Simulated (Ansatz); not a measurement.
Wavefunction ladder for H8OSSi3 (`O[SiH2][SiH]([SiH3])S`)

```xyz
13

O    -0.4508    2.4241    1.2110
Si   -0.0690    1.6332   -0.1939
Si   -0.5837   -0.6043    0.2436
Si    0.5514   -2.0573   -1.1928
S     0.1168   -0.9961    2.2364
H    -0.2316    3.3546    1.2780
H    -0.8406    2.1763   -1.3494
H     1.3793    1.7856   -0.5141
H    -2.0524   -0.8352    0.1201
H     0.3627   -3.4696   -0.7664
H     0.0249   -1.9000   -2.5760
H     2.0032   -1.7384   -1.1888
H    -0.2102    0.2271    2.6922
```

Total charge 0; spin multiplicity 1. All single points use the PBE0-D4/def2-TZVP geometry. It is one conformer, not always the lowest. Frozen core, restricted reference, Ansatz 0.2.0. CBS rows extrapolate triple and quadruple zeta; past MP2 they add the triple-zeta difference.

| basis | HF (Eh) | MP2 corr. |
| --- | --- | --- |
| def2-TZVPP | -1344.00149 | -0.79370 |
| def2-QZVPP | -1344.04330 | -0.85810 |

Question: Estimate the CCSD correlation energy and the (T) correction in each basis where they were run (hartree).

Answer: 
```json
{"basis": "def2-TZVPP", "CCSD corr.": "-0.86831", "(T)": "-0.03390"}
{"basis": "CBS(def2)", "CCSD corr.": "-0.98041", "(T)": "as TZ"}
```
